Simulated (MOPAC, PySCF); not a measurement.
Ligands exchanged one at a time, In F-H. Gas-phase values, no solvent. Strings in code marks are SMILES.

Quantity: redistribution energy (mixed species minus the weighted end members), in kcal/mol. Semi-empirical values (MOPAC) are differences of heats of formation.

Level 1: TPSSh-D3(BJ)/def2-TZVP // CAM-B3LYP-D3(BJ)/def2-TZVP (PySCF)
Level 2: PBE/6-31G* (LANL2DZ on In) // CAM-B3LYP-D3(BJ)/def2-TZVP (PySCF)
Level 3: PM6 // CAM-B3LYP-D3(BJ)/def2-TZVP (MOPAC)
Level 4: PM7 // CAM-B3LYP-D3(BJ)/def2-TZVP (MOPAC)

```tsv
species	level 1	level 2	level 3	level 4
2 of 3 F replaced by H: `[F][InH2]`	-6.38	-1.89	-5.83	-12.4
1 of 3 F replaced by H: `[F][InH][F]`	-7.49	-4.34	-4.62	-16.5
```
